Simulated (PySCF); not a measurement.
GaCl3, optimised at PBE/def2-SVP:

```xyz
4

Ga     0.4299    -0.1680    -0.2791
Cl    -0.1777     0.9486    -2.0002
Cl    -0.1943    -2.2013    -0.0473
Cl     1.6610     0.7494     1.2110
```

Method: PySCF energies (xtb for GFN2) plus ideal-gas RRHO corrections (1 bar). 6-31G* has spherical d functions here. All species are closed-shell singlets. B3LYP is the form with VWN-RPA correlation. Ga: all electrons, no relativistic terms.

### Question
List the harmonic frequencies (cm⁻¹, unscaled) at this level and at the other levels, each on its own geometry.

### Answer
- PBE/def2-SVP: 120, 121, 132, 358, 455, 455
- B3LYP/6-31G*: 122, 123, 133, 358, 450, 450
- GFN2-xTB: 104, 104, 124, 318, 397, 397
- HF/6-31G*: 134, 134, 147, 389, 477, 477
- PBE0/def2-TZVP: 123, 124, 140, 380, 470, 470
